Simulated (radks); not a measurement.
Results of a calculation; reference values are marked as such.
Task: These are the eigenvalues of the occupied orbitals of an atom or ion with whole-number occupations (eV). Level of theory: scalar-relativistic Kohn-Sham, r2SCAN, spin-polarised, spherical densities, finite nucleus; meta-GGA in the generalised Kohn-Sham scheme; Fermi nuclear charge, rms radius of each element as measured or else 0.836 A^(1/3) + 0.57 fm (a radial shooting solver on a logarithmic mesh with Libxc functionals).

orbital  eigenvalue
1s down   -67437.26
1s up     -67437.25
2s up     -11611.90
2s down   -11611.74
2p up     -10173.87
2p down   -10173.75
3s down   -2669.604
3s up     -2669.594
3p up     -2239.820
3p down   -2239.818
3d up     -1737.403
3d down   -1737.332
4s up     -549.6581
4s down   -549.5674
4p up     -408.0496
4p down   -407.9753
4d up     -225.8368
4d down   -225.7421
5s up      -75.1342
5s down    -73.9364
5p up      -41.2211
5p down    -39.4080
4f up      -24.9068
4f down    -24.6241
6s up       -6.1212
6s down     -4.7745
5d up       -4.4320

Which element is it, and in what charge state? The configuration may be excited. Open shells, if any, are filled with parallel spins first.

Result: Z = 73, tantalum, charge 0: Ta in [Xe] 4f14 5d3 6s2. The list shows which subshells hold electrons but not how many an open one holds; the 1s level, -2478.3 hartree, gives Z - s = 70.4 by -(Z - s)^2/2, which with screening and relativity narrows Z to a few neighbours, and the depths of the outer levels then fix element, charge and occupations together.
